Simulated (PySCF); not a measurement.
Correlation energy of N+ (nitrogen, charge +1)

[He] 2s2 2p2, high-spin 3P determinant. Computed with PySCF 2.14 in cc-pVDZ, with the non-relativistic Hamiltonian (point nucleus). Frozen: 1s2; 4 electrons correlated.

MP2 pair energies summed by pair of shells (mhartree):

```json
{"pair": "2s-2p", "energy": "-31.54", "share (%)": "58.5"}
{"pair": "2s-2s", "energy": "-17.19", "share (%)": "31.9"}
{"pair": "2p-2p", "energy": "-5.17", "share (%)": "9.6"}
```

Total MP2 correlation energy: -53.90 mhartree.

Same-spin part -8.64 and opposite-spin part -45.27 mhartree; SCS-MP2 scales them by 1/3 and 6/5 to -57.20 mhartree.

```tsv
level	correlation energy (mhartree)
CCSD	-75.76
(T)	-0.75
CCSD(T)	-76.51
```

Diagnostics: T1 = 0.0055, D1 = 0.0104, largest double amplitude 0.124.

Cost of the coupled-cluster step: 0.09 s of wall time on 1 thread of Neoverse-V1 (shared host), for 4 correlated electrons.
